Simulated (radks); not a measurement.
The numbers below are computed, except where a source is named.
Ionisation of the calcium ion Ca16+, [He] 2s2, to Ca17+, [He] 2s1, under several functionals. Scalar-relativistic Kohn-Sham, spin-unpolarised, spherical densities, point nucleus; a radial shooting solver on a logarithmic mesh with Libxc functionals.

functional,E(Ca16+) (hartree),Exc (hartree),IE (eV),-e(HOMO) (eV),<r> HOMO (bohr),IE error (eV)
HCTH/407,-471.78588,-15.73087,1089.1,1055.8,0.3224,+2.3
exchange-only LDA,-469.98340,-13.89835,1084.0,1050.0,0.3229,-2.8
"LDA (Slater exchange, Perdew-Wang correlation)",-470.39819,-14.31525,1086.5,1052.5,0.3228,-0.3
B86b exchange with PBE correlation,-472.07087,-16.01655,1089.2,1055.2,0.3223,+2.4
SOGGA,-471.23836,-15.17120,1087.3,1053.4,0.3226,+0.5
RPBE,-472.16862,-16.11653,1088.9,1055.1,0.3224,+2.1
BLYP,-472.09200,-16.03737,1089.1,1055.1,0.3224,+2.3
revPBE,-472.11883,-16.06597,1088.9,1055.1,0.3224,+2.1
BP86,-472.16343,-16.11205,1089.2,1055.3,0.3222,+2.4

NIST Atomic Spectra Database: 1086.8 eV (semi-empirical). Closest: LDA (Slater exchange, Perdew-Wang correlation). The Delta-SCF values span 5.16 eV, the total energies 2.19 hartree. The highest occupied level is 2s. Spin polarisation and multiplet splitting are left out, so open shells lie too high by an amount that depends on their filling.

Beside tabulated values, note that spin-unpolarised runs miss the spin-polarisation part of the exchange energy of open shells.
